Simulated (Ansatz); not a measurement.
A nudged elastic band was laid between two geometries of CH$_{5}$FMgO (9 atoms, charge 0, multiplicity 1).

Method: RKS PBE-D4/def2-SVP (Ansatz 0.2.0).

```
movable images  : 9
climbing image  : yes
spring          : 5.0 eV/Å²
optimiser       : quadratic models (default)
start path      : through a guess of the saddle point
force threshold : 0.05 eV/Å
iteration limit : 60
end points      : relaxed
```

Image 0:

```xyz
9
Properties=species:S:1:pos:R:3
Mg -0.426 -0.257 0.230
O 0.956 -0.204 1.830
C -0.186 0.215 -1.796
H 0.110 -0.443 2.327
F -1.432 -0.758 1.696
H 1.395 0.523 2.306
H 0.880 0.170 -2.108
H -0.550 1.238 -2.032
H -0.747 -0.484 -2.454
```

Image 10:

```xyz
9
Properties=species:S:1:pos:R:3
Mg -0.479 -0.062 0.260
O 0.904 -0.523 1.791
C -0.193 0.235 -1.792
H 0.061 -0.403 2.335
F -1.514 -0.103 1.790
H 1.622 -0.019 2.214
H 0.633 0.950 -1.998
H -1.102 0.638 -2.287
H 0.068 -0.712 -2.313
```

What changes between the two ends?

No bond is made or broken.

What energy profile does the band end with?

The run converged. The highest image is number 5 of 0 to 10, 0.001 eV above the ends, which have the same energy within 2 meV. The top lies less than 8 meV above the higher end, about what the thresholds resolve: the motion is nearly free. A vibrational analysis at the climbing image gives no mode beyond 40i cm⁻¹: the surface is too flat there to confirm a saddle point.

| image | path coordinate (Å) | energy (eV) |
| --- | --- | --- |
| 0 | 0.00 | 0.000 |
| 1 | 0.25 | 0.000 |
| 2 | 0.51 | 0.001 |
| 3 | 0.76 | 0.001 |
| 4 | 1.01 | 0.001 |
| 5 | 1.27 | 0.001 |
| 6 | 1.38 | 0.001 |
| 7 | 1.50 | 0.000 |
| 8 | 1.61 | 0.000 |
| 9 | 1.73 | 0.000 |
| 10 | 1.84 | 0.000 |

What is the geometry of the highest image?


```xyz
9
Properties=species:S:1:pos:R:3:forces:R:3
Mg -0.454 -0.113 0.246 -0.02 0.01 -0.02
O 0.905 -0.367 1.835 0.01 -0.03 0.00
C -0.166 0.184 -1.809 -0.01 0.01 0.01
H 0.032 -0.347 2.344 0.01 0.00 0.01
F -1.536 -0.269 1.737 0.00 0.00 0.00
H 1.556 0.189 2.296 0.00 0.02 0.01
H 0.798 0.689 -2.032 0.00 0.00 0.00
H -0.972 0.809 -2.249 0.00 0.00 0.00
H -0.163 -0.776 -2.369 0.01 -0.01 0.00
```

The run took 4.5 min on 2 threads of Arm Neoverse N1 (shared host), peak memory 0.12 GiB.
